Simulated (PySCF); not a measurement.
# A small calculation by hand: entropy of an ideal gas

NbOF₃, SMILES [F][Nb]([F])([F])=[O], multiplicity 1.

The structure is a stationary point at B3LYP-D3(BJ)/def2-SVP. The multiplicity is an assumed one; other spin states were not compared. The def2 effective core potentials stand for the cores of Nb; spin–orbit coupling is left out.

B3LYP-D3(BJ)/def2-SVP (PySCF) gives the harmonic wavenumbers 167, 167, 203, 263, 263, 702, 733, 733, 1056 cm⁻¹ and the rotational temperatures 0.1574, 0.1574, 0.1349 K. The molar mass is 165.90 g/mol, the symmetry number 3, the spin multiplicity 1.

Work out the entropy at 298.15 K and 1 atm in the rigid-rotor, harmonic-oscillator model.


Translation (Sackur–Tetrode at 1 atm): S = R[1.5 ln M + 2.5 ln T − 1.16487] = 172.5 J/(mol K).
Rotation: q = (√π/σ) T^1.5/√(θA θB θC) = 52600, S = R[ln q + 3/2] = 102.9 J/(mol K).
Vibration: with u = 1.4388 ν/T, each mode gives R[u/(e^u − 1) − ln(1 − e^−u)]:
```
ν (cm⁻¹)  modes     u  S (J/(mol K))
--------  -----  ----  -------------
167           2  0.81          20.66
203           1  0.98           8.81
263           2  1.27          13.74
702           1  3.39           1.27
733           2  3.54           2.25
1056          1  5.10           0.31
```
These are all the modes. Sum 47.0 J/(mol K).
Spin: R ln 1 = 0.0 J/(mol K).
Total 322.4 J/(mol K); the program's own thermochemistry gives 322.4. Translation makes up 54 % and vibration 15 %. Anharmonicity, hindered rotation and orbital degeneracy are left out.
